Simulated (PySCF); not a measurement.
**Pd⁺ (palladium, charge +1) across methods**

[Kr] 4d8 5p1, one real determinant (an excited configuration). Computed with PySCF 2.14 in x2c-TZVPPall, with scalar relativity by spin-free X2C-1e.

```csv
method,E (hartree),mean ε 4d α (eV),mean ε 4d β (eV),mean ε 5p α (eV),Σ⟨r²⟩ (bohr²),⟨S²⟩
r2SCAN,-5044.66,-20.382,-18.980,-8.523,45.55,3.751
UHF,-5042.24041,-27.348,-25.514,-10.130,47.70,3.753
LDA,-5039.28,-20.154,-18.772,-8.523,45.45,3.750
PBE0,-5044.32,-22.038,-20.583,-8.978,45.85,3.751
wB97X-V,-5044.37,-24.464,-23.201,-10.495,46.09,3.751
wB97M-V,-5044.29,-24.476,-23.160,-10.564,45.96,3.751
r2SCAN0,-5044.64,-22.333,-20.849,-9.057,45.73,3.752
PBE,-5044.24,-19.996,-18.648,-8.426,45.71,3.751
```

Estimate the same row for B97-3.

E (hartree) = -5044.33; mean ε 4d α (eV) = -22.077; mean ε 4d β (eV) = -20.772; mean ε 5p α (eV) = -8.813; Σ⟨r²⟩ (bohr²) = 46.08; ⟨S²⟩ = 3.751.

⟨L²⟩ = 14.02 against 20 for a pure G term, so this real determinant mixes terms.
